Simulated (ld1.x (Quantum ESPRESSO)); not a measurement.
**Bi: one change to a PAW potential, before and after**

* Element: Bi
* Generator: ld1.x (Quantum ESPRESSO) 7.5
* Type: PAW
* Functional: LDA (PZ)
* Relativity: scalar-relativistic
* Frozen core: [Kr] 4d10 4f14
* Valence charge: 23
* Reference configuration: 5s2 5p6 5d10 6s2 6p3
* Partial waves: 5s (bound): rcut 1.05, rcutus 1.45 bohr; 6s (bound): rcut 1.05, rcutus 1.45 bohr; 5p (bound): rcut 1.25, rcutus 1.40 bohr; 6p (bound): rcut 1.25, rcutus 1.40 bohr; 5d (bound): rcut 1.40, rcutus 1.85 bohr; 5d channel at 1.5 Ry: rcut 1.40, rcutus 1.85 bohr
* Local potential: all-electron potential smoothed inside 1.75 bohr (lloc = -2)
* Core correction: Bessel-smoothed model core, default radius (core density twice the valence density)
* Augmentation charge: BESSEL, radius 1.10 bohr

Change: local potential all-electron potential smoothed inside 0.70 bohr (lloc = -2).

Cutoffs: the cutoffs (Ry, on a coarse ladder) from which the occupation-weighted sum of valence levels, in a spherical-Bessel basis at the reference potential, stays within 10 and 1 mRy of its value at 400 Ry; they do not see the model core or the augmentation charge, which bear on the density cutoff. Errors are all-electron minus pseudo energies relative to the spin-unpolarised reference configuration.

What does the change do?

A bound ghost appears in s, which as a rule spoils a file; the number of tests with a reliable result goes from 9 to 4 (the test run of the changed file stopped, so its transferability is not established); of the 4 tests that both files solve, the error grows in 3 and shrinks in 0 by more than 15 % and 0.3 meV (median size 8.7 → 15.7 meV); the range in which the d phases agree narrows (upper end at the end of the scan → 2.6). A state that the projectors do not describe sees the local part alone, so a deeper or shallower local part can create or remove a ghost. That the errors move this way runs against the usual rule that smaller radii transfer better.

```csv
quantity,base,changed
"cutoffs, loose and tight","70 Ry, 110 Ry",not determined
bound ghosts,none,"s (d not tested, overlap not positive)"
tests with a reliable result,9 of 9,4 of 9 (the test run stopped)
"error for 5s2 5p6 5d10 6s2 6p2, meV [ΔE 8.15 eV]",-3.4,-3.6
"error for 5s2 5p6 5d10 6s2 6p1, meV [ΔE 23.72 eV]",-9.8,-13
"error for 5s2 5p6 5d10 6s2 6p0, meV [ΔE 47.43 eV]",-20,-31
"error for 5s2 5p6 5d9 6s2 6p4, meV [ΔE 24.12 eV]",+7.6,+19
s: phases at 1.99 bohr within 0.05 rad from the reference energy up to (Ry; the scan ends near 5),to the end of the scan,to the end of the scan
p: phases at 1.99 bohr within 0.05 rad from the reference energy up to (Ry; the scan ends near 5),to the end of the scan,to the end of the scan
d: phases at 1.99 bohr within 0.05 rad from the reference energy up to (Ry; the scan ends near 5),to the end of the scan,2.6
lowest overlap eigenvalue by channel,"s 0.10, p 0.12, d 0.12","s 0.07, p 0.01, d -0.97"
```

Changed file: the overlap operator is not positive definite in a basis up to 400 Ry (lowest eigenvalue d -0.97), so the file is unfit for use: the generalised eigenproblem breaks down once the basis is large enough, and its test numbers describe a broken file. A true bound ghost makes a file unfit for plane-wave use even where its test errors are small: the radial tests pick states by their node count and pass the ghost by.
